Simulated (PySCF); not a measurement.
C₂H₆BNO, SMILES NB1CCO1.

Geometry optimised at PBE0-D3(BJ)/def2-SVP. This is a generated structure with no PubChem entry under its InChIKey; it may be hypothetical. One conformer was computed; it need not be the lowest.

Two levels are set side by side: TDA-PBE/def2-SVPD (PySCF) and TDA-B3LYP/def2-SVPD (PySCF). Vertical, same geometry. The lowest singlet is HOMO→LUMO 100 % with PBE and HOMO→LUMO 98 % with the other functional; states are paired by order. Differences are taken from unrounded values.

| quantity | TDA-B3LYP |
|---|---|
| lowest singlet excitation (eV) | 6.43 |
| lowest triplet excitation (TDA) (eV) | 6.24 |

Q: What does TDA-PBE give, and how far is it from TDA-B3LYP? (Estimate from the structure and the level; the computed values follow.)

A: 
```json
[
 {"quantity": "lowest singlet excitation (eV)", "TDA-PBE": "5.90", "TDA-PBE minus TDA-B3LYP": "-0.53"},
 {"quantity": "lowest triplet excitation (TDA) (eV)", "TDA-PBE": "5.76", "TDA-PBE minus TDA-B3LYP": "-0.49"}
]
```

Functionals without exact exchange tend to place singlet excitations lower, as here. Differences between two approximate levels are no errors against the true value.

Rough cost on one machine, each run with all the roots and properties that it gave: TDA-B3LYP against TDA-PBE about 2 times.
